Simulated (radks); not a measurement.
The iridium ion Ir3+, 74 electrons, occupied as [Xe] 4f14 5d6. All-electron calculation, scalar-relativistic Kohn-Sham, XLYP, spin-polarised, spherical densities, finite nucleus; open shells are filled with parallel spins first (spin-orbit coupling, left out, can overturn this in heavy ions); Fermi nuclear charge, rms radius 5.4032 fm. Program: a radial shooting solver on a logarithmic mesh with Libxc functionals. Some entries of the table are withheld. Estimate them.

orbital  occ.  eigenvalue (eV)  <r^2> (bohr^2)  <r> (bohr)
1s down     1        -76144.47       0.0004196     0.01744
1s up       1        -76144.47       0.0004196     0.01744
2s up       1        -13347.50        0.006418     0.07362
2s down     1        -13347.22        0.006418     0.07362
2p up       3        -11603.43        0.005362     0.06623
2p down     3        -11603.21        0.005362     0.06623
3s up       1        -3145.921         0.04149      0.1905
3s down     1        -3145.824         0.04148      0.1905
3p up       3        -2635.723         0.04243      0.1913
3p down     3        -2635.614         0.04243      0.1913
3d up       5        -2073.153         0.03516      0.1733
3d down     5        -2072.958         0.03516      0.1733
4s up       1        -695.7931          0.2023      0.4233
4s down     1        -695.5203          0.2023      0.4234
4p up       3        -528.3872          0.2308      0.4505
4p down     3        -528.1330          0.2307      0.4505
4d up       5        -322.5699          0.2649      0.4785
4d down     5        -322.2756          0.2646      0.4783
5s up       1        -130.1982           1.071      0.9775
5s down     1        -128.1922           1.061      0.9725
4f up       7         -93.8626          0.3521      0.5359
4f down     7         -93.3998          0.3481      0.5336
5p up       3              (1)           1.434       1.127
5p down     3              (2)           1.423       1.122
5d up       5         -37.8894             (3)       1.543
5d down     1         -35.2173             (4)       1.567
6s up       0         -32.2075             (5)       2.382
6s down     0         -30.7982             (6)       2.445
6p up       0         -23.2637           9.349       2.894
6p down     0         -22.4674           9.798       2.967

Answer. 
(1) 5p up eigenvalue (eV): -86.9062
(2) 5p down eigenvalue (eV): -84.4254
(3) 5d up <r^2> (bohr^2): 2.749
(4) 5d down <r^2> (bohr^2): 2.856
(5) 6s up <r^2> (bohr^2): 6.329
(6) 6s down <r^2> (bohr^2): 6.667
